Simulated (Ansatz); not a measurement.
Geometry optimisation, RKS PBE-D4/STO-3G (Ansatz 0.2.0).

Input:

```yaml
crystal:
  periodic: [false, false, false]
  atoms:
    - { symbol: Si, position_ang: [0.0, 0.0, 0.0] }
    - { symbol: Cl, position_ang: [0.0, 0.0, 2.13] }
    - { symbol: "N", position_ang: [1.7163, 0.0, -0.6061] }
    - { symbol: H, position_ang: [2.2145, -0.918, -0.7868] }
    - { symbol: H, position_ang: [2.2175, 0.918, -0.7783] }
    - { symbol: "N", position_ang: [-0.8572, 1.4851, -0.6061] }
    - { symbol: H, position_ang: [-1.8773, 1.43, -0.8888] }
    - { symbol: H, position_ang: [-0.3367, 2.4058, -0.6766] }
    - { symbol: "N", position_ang: [-0.8572, -1.4851, -0.6061] }
    - { symbol: H, position_ang: [-1.3922, -2.1014, 0.0704] }
    - { symbol: H, position_ang: [-0.8219, -1.7344, -1.6357] }
basis:
  gaussian: { orbitals: STO-3G }
hamiltonian:
  xc: pbe
  dispersion: d4
relax:
  f_tol: 0.02
  max_steps: 40
```

Launched with:

```bash
$ ansatz run input.yaml --threads 1 --pin off --max-ram 2048MiB --backend cpu --events-out ev --progress --plain --runs-dir out
```

Q: Where does it end, and by what steps?

A: The forces met the threshold. Limits of this set-up: minimal basis. After 17 steps the energy has fallen by 1.058 eV; H11 moved furthest, 0.85 Å.

```json
{"step": "0", "energy less start (eV)": "0.0000", "largest force component (eV/Å)": "3.347", "accepted": "yes"}
{"step": "1", "energy less start (eV)": "-0.6796", "largest force component (eV/Å)": "1.404", "accepted": "yes"}
{"step": "2", "energy less start (eV)": "-0.8779", "largest force component (eV/Å)": "1.615", "accepted": "yes"}
{"step": "3", "energy less start (eV)": "-0.9463", "largest force component (eV/Å)": "0.663", "accepted": "yes"}
{"step": "4", "energy less start (eV)": "-0.9970", "largest force component (eV/Å)": "0.493", "accepted": "yes"}
{"step": "5", "energy less start (eV)": "-1.0133", "largest force component (eV/Å)": "0.476", "accepted": "yes"}
{"step": "6", "energy less start (eV)": "-1.0254", "largest force component (eV/Å)": "0.322", "accepted": "yes"}
{"step": "7", "energy less start (eV)": "-1.0321", "largest force component (eV/Å)": "0.193", "accepted": "yes"}
{"step": "8", "energy less start (eV)": "-1.0422", "largest force component (eV/Å)": "0.169", "accepted": "yes"}
{"step": "9", "energy less start (eV)": "-1.0233", "largest force component (eV/Å)": "0.830", "accepted": "no"}
{"step": "10", "energy less start (eV)": "-1.0486", "largest force component (eV/Å)": "0.065", "accepted": "yes"}
{"step": "11", "energy less start (eV)": "-1.0512", "largest force component (eV/Å)": "0.305", "accepted": "yes"}
{"step": "12", "energy less start (eV)": "-1.0558", "largest force component (eV/Å)": "0.078", "accepted": "yes"}
{"step": "13", "energy less start (eV)": "-1.0488", "largest force component (eV/Å)": "0.441", "accepted": "no"}
{"step": "14", "energy less start (eV)": "-1.0579", "largest force component (eV/Å)": "0.063", "accepted": "yes"}
{"step": "15", "energy less start (eV)": "-1.0583", "largest force component (eV/Å)": "0.059", "accepted": "yes"}
{"step": "16", "energy less start (eV)": "-1.0583", "largest force component (eV/Å)": "0.061", "accepted": "yes"}
{"step": "17", "energy less start (eV)": "-1.0585", "largest force component (eV/Å)": "0.005", "accepted": "yes"}
```

```xyz
11
Properties=species:S:1:pos:R:3
Si 0.009 -0.006 -0.258
Cl 0.148 -0.105 1.919
N 1.611 -0.137 -0.981
H 2.276 -0.672 -0.355
H 2.047 0.823 -1.070
N -0.709 1.526 -0.757
H -1.763 1.434 -0.793
H -0.536 2.284 -0.039
N -0.994 -1.325 -0.866
H -1.691 -1.645 -0.137
H -0.393 -2.177 -1.046
```

Whether the end is a true minimum wasn't checked by a vibrational analysis.

Time of the run: 46 s on 1 thread of Arm Neoverse V1, with other jobs on the host, peak memory 0.13 GiB.
